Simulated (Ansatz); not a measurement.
A calculation with Ansatz (development build ahead of 0.2.0).

```yaml
crystal:
  periodic: [false, false, false]
  atoms:
    - { symbol: B, position_ang: [-0.70922, -0.1451, 0.61218] }
    - { symbol: F, position_ang: [0.09176, -0.58393, 1.23988] }
    - { symbol: F, position_ang: [1.84444, 0.49778, -1.52607] }
    - { symbol: F, position_ang: [-1.54674, 0.2128, -0.05748] }
basis:
  gaussian: { orbitals: def2-SVP }
total_charge: 1
magnetization:
  spin_polarized: true
  initial_magnetization: 1
hamiltonian:
  xc: hf
correlation:
  method: mp2
  frozen_orbitals: { B: 1, F: 1 }
output:
  forces: true
```

The input is written out in the form of the current development build from the run's settings.

Results

```json
{"Converged": "yes", "Reference energy": "-322.38087 hartree", "Correlation energy": "-0.56015 hartree", "Total energy": "-322.94102 hartree", "Spin squared of the determinant": "0.753", "Stability test": "minimum"}
```

Forces (eV/Å):
```
atom      Fx      Fy      Fz
  B1  -2.108   1.723  -1.798
  F2  10.238  -5.367   8.085
  F3  -0.103  -0.024   0.082
  F4  -8.026   3.668  -6.370
```

Caution: bonds are stretched, where a single reference can fail.
